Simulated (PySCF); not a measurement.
A PySCF script (with the pyscf-properties extension) for the NMR shieldings of `S(B(C=C)BSC)C`, C$_{4}$H$_{10}$B$_{2}$S$_{2}$, on a GFN2-xTB geometry:

```python
import basis_set_exchange as bse
import numpy as np
from pyscf import gto, dft
from pyscf.prop import nmr

atoms = """
C    -2.056110   -2.774953   -0.621134
C    -1.052115   -2.205594    0.042131
B    -0.812390   -0.669263    0.175515
B     0.699068   -0.065173    0.461835
S     1.699036    0.633115   -0.817962
C     3.266665    1.059444    0.027996
S    -2.268071    0.354750    0.054073
C    -1.609559    2.059225    0.156293
H    -2.812989   -2.180287   -1.107887
H    -2.160838   -3.845506   -0.713444
H    -0.318156   -2.870065    0.490113
H     1.194716   -0.079716    1.529614
H     3.795579    0.144620    0.275832
H     3.054261    1.630660    0.925268
H     3.855961    1.652852   -0.663581
H    -0.903165    2.222995   -0.651278
H    -1.127419    2.204873    1.117936
H    -2.453233    2.734341    0.057742
"""
names = dict.fromkeys(["C", "B", "S", "H"], "pcSseg-1")
basis = {el: gto.basis.parse(bse.get_basis(n, elements=[el], fmt="nwchem")) for el, n in names.items()}
mol = gto.M(atom=atoms, basis=basis, charge=0, verbose=0)
mf = dft.RKS(mol, xc="PBE0")
mf.grids.level = 2
mf.grids.alignment = dft.numint.BLKSIZE   # the property module wants whole blocks of grid points
mf.conv_tol = 1e-9
mf.kernel()

calc = nmr.RKS(mf)   # GIAO
C = mf.mo_coeff
Co = C[:, mf.mo_occ > 0]
resp = mf.gen_response(singlet=True, hermi=2)
def vind(x):   # induced exchange potential for any number of trial vectors
    d = np.einsum("pi,xij,qj->xpq", C, 2 * x.reshape(-1, C.shape[1], Co.shape[1]), Co, optimize=True)
    return np.einsum("xpq,pi,qj->xij", resp(d - d.transpose(0, 2, 1)), C, Co, optimize=True).ravel()
mo1, _ = nmr.rhf.solve_mo1(calc, with_cphf=vind)
sigma = calc.kernel(mo1)
for i, s in enumerate(sigma):   # ppm
    print("%2d %-2s %9.2f" % (i, mol.atom_pure_symbol(i), np.trace(s) / 3))
```

Q: What are the results?

A: 
```
 0 C      47.82
 1 C      40.30
 2 B      27.37
 3 B      19.65
 4 S     391.82
 5 C     161.03
 6 S     436.92
 7 C     166.50
 8 H      25.33
 9 H      25.64
10 H      24.68
11 H      23.11
12 H      28.98
13 H      29.14
14 H      29.51
15 H      28.98
16 H      29.67
17 H      29.67
```

These numbers come from an equivalent density-fitted implementation of the same equations, which agrees with the script to about 0.01 ppm for H and up to a few tenths of a ppm for heavy atoms, so last digits may differ.

Size and cost of the density-fitted run: 200 basis functions, 81 s wall time on 1 thread of an Arm Neoverse N1, shared host; peak memory 0.8 GiB.
